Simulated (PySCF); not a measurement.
## [PtS2]-, doublet: computed properties

Level of theory: UB3LYP/[Pt def2-SVPD with ECP60, S def2-SVPD], scalar-relativistic core potentials, density fitting, no spin–orbit coupling, PySCF.

The structure is a minimum.

```xyz
3
charge -1 multiplicity 2, angstrom
Pt   -0.0439    0.0000   -0.5578
S     1.1765    0.0000    1.9097
S    -0.9086    0.0000    1.4925
```

```json
{
  "Point group": "Cs",
  "Bond lengths": "Pt–S 2.225 Å, Pt–S 2.753 Å, S–S 2.127 Å",
  "Bond angles": "Pt–S–S 52.4°, Pt–S–S 78.4°, S–Pt–S 49.2°",
  "Principal quadrupole moments (Buckingham, traceless) about the centre of mass": "-9.90, 2.48, 7.42 D Å",
  "Entropy at 298.15 K and 1 bar (electronic part: spin only)": "319.7 J/(mol K)",
  "Dipole moment about the centre of mass": "5.34 D",
  "Spin squared ⟨S²⟩": "0.757",
  "Heat capacity Cp at 298.15 K": "53.6 J/(mol K)",
  "Rotational symmetry number": "1",
  "Principal polarisabilities": "83.5, 96.6, 162.1 bohr³",
  "Lowest empty level (β)": "1.41 eV",
  "Highest occupied level (β)": "-0.22 eV",
  "Zero-point energy": "5.4 kJ/mol",
  "Rotational constants": "0.2593, 0.06624, 0.05276 cm⁻¹",
  "Enthalpy at 298.15 K above 0 K": "13.48 kJ/mol"
}
```

Harmonic modes (masses in u: Pt 194.965, S 31.972):
| symmetry | ω (cm⁻¹) | IR (km/mol) |
| --- | --- | --- |
| a' | 96 | 8.4 |
| a' | 353 | 3.1 |
| a' | 456 | 36.3 |

Charges (e); Mulliken and Löwdin values are unreliable with diffuse functions:
```
atom  Mulliken  Löwdin  polar tensor  spin (Mulliken)  Mayer order to Pt1
 Pt1      0.00   -0.29         -0.19             0.58                   –
  S2     -0.51   -0.39         -0.52             0.42                0.54
  S3     -0.49   -0.31         -0.29             0.01                0.92
```
Other Mayer orders above 0.3: S–S 1.13.

Mulliken populations on Pt1 (electrons outside its core potential): s 2.76, p 6.15, d 9.08, f 0.01.

This need not be the most stable arrangement of these atoms. Open d and f shells are described by one determinant, and the ground state may have another occupation or spin. The lowest empty level of this anion is unbound, so it and the gap depend on the basis. At this level a doublet minimum of C2v symmetry lies 152 kJ/mol below this structure. With an element this heavy the missing spin–orbit coupling can shift these numbers.

The final relaxation and frequency run took roughly 110 core-seconds on a shared host.
